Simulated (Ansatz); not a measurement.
Basis sets compared for Cs₃I₂. Charge 0, multiplicity 2. Geometry PBE-D4/def2-SVP. Ansatz on 4 threads of Arm Neoverse V2 on a shared host; times are rough, and most runs start from earlier orbitals.

```xyz
5

Cs   -1.641   -2.349    0.001
Cs    0.273    1.567   -2.384
Cs    1.371    0.785    2.384
I     1.889   -1.324   -0.651
I    -1.893    1.321    0.649
```

In the def2 sets Cs, I take a core potential; there is no spin–orbit coupling. The structure comes from a short search, and lower isomers may exist.

Binding counts from free atoms (Cs doublet, I doublet) in the same basis, without a counterpoise term.

```json
{"level": "PBE-D4/def2-SVP", "functions": "124", "energy (Eh)": "-656.0870", "HOMO (eV)": "-1.95", "LUMO (eV)": "-1.66", "binding per atom (eV)": "1.82", "wall time": "6 s"}
{"level": "PBE0-D4/def2-SVP", "functions": "124", "energy (Eh)": "-656.1238", "HOMO (eV)": "-2.14", "LUMO (eV)": "-1.18", "binding per atom (eV)": "1.82", "wall time": "9 s"}
```

Task: Estimate the rows for PBE-D4/def2-TZVP (with forces), PBE0-D4/def2-TZVP.

Result: 
```csv
level,functions,energy (Eh),HOMO (eV),LUMO (eV),binding per atom (eV),wall time
PBE-D4/def2-TZVP (with forces),187,-656.1075,-1.95,-1.63,1.82,9 s
PBE0-D4/def2-TZVP,187,-656.1417,-2.14,-1.14,1.83,15 s
```
